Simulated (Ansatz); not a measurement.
How methods differ on LiI (Lithium Iodide)

LiI has 2 atoms, charge 0, and is taken as a singlet. As SMILES, `[Li][I]`. The bond length is the measured one.

```jsonl
{"atom": "Li", "x (Å)": "0.0000", "y (Å)": "0.0000", "z (Å)": "0.0000"}
{"atom": "I", "x (Å)": "0.0000", "y (Å)": "0.0000", "z (Å)": "2.3919"}
```

Quantity: the energy change with the Li1–I2 bond stretched from 2.392 to 4.784 Å, in eV. The values are calculated.

| level | kind | program | value (eV) | less FCI/STO-3G | CPU time (all runs) |
| --- | --- | --- | --- | --- | --- |
| HF/STO-3G (restricted) | Hartree–Fock | Ansatz | 5.39 | +1.54 | 0.56 s |
| r2SCAN/STO-3G (restricted) | meta-GGA | Ansatz | 4.42 | +0.57 | 9.2 s |
| B3LYP/STO-3G (restricted) | global hybrid | Ansatz | 4.46 | +0.61 | 4.1 s |
| wB97M-V/STO-3G (restricted) | range-separated hybrid | Ansatz | 5.08 | +1.23 | 44 s |
| BCCD(T)/STO-3G (restricted) | coupled cluster or CI | Ansatz | 3.84 | -0.01 | 0.88 s |
| CCSD/STO-3G (restricted) | coupled cluster or CI | Ansatz | 3.81 | -0.04 | 0.8 s |
| CCSDT(Q)/STO-3G (restricted) | coupled cluster or CI | Ansatz | 3.85 | 0.00 | 1.7 s |
| CCSDTQ/STO-3G (restricted) | coupled cluster or CI | Ansatz | 3.85 | 0.00 | 37 s |
| FCI/STO-3G | exact in the basis | Ansatz | 3.85 | 0.00 | 3.5 s |

FCI/STO-3G is exact within its basis and frozen core, so for wave-function methods in that basis the difference is their error; functionals converge differently with the basis, so for them it is only a difference. Spin-restricted single references rise too steeply as a bond breaks, Hartree–Fock most of all. All-electron rows without a relativistic Hamiltonian named are non-relativistic. The first shape isn't each level's own minimum. The values span 3.81 to 5.39 eV. Minimal STO sets describe s-block atoms so badly that they can place the ion below the atom. All rows use very small basis sets, so even the best lies far from the true value. In the correlated wave-function rows the outer d shell of I is correlated, in sets not made for it. CPU times are rough (shared hosts, several kinds of processor): they show what a rung costs within a factor of a few.
